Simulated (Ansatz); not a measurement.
A structure relaxed at PBE0-D4/def2-TZVP, charge 0, multiplicity 1:

Cartesian coordinates in Å:
```
Cl -0.655 -1.741 1.288
B -0.747 -0.349 0.244
C 0.528 0.508 -0.038
Cl 0.927 -0.238 -1.631
H -1.791 -0.101 -0.270
H 0.358 1.569 -0.214
H 1.379 0.352 0.621
```

Problem. Give its formula and SMILES.

Solution. CH3BCl2, `ClBCCl`.

Problem. Summarise the bond lengths by kind.

Solution. 1 × B–Cl 1.743 Å; 1 × B–C 1.562 Å; 1 × B–H 1.190 Å; 1 × C–Cl 1.803 Å; 2 × C–H 1.088 Å.

Computed with Ansatz.
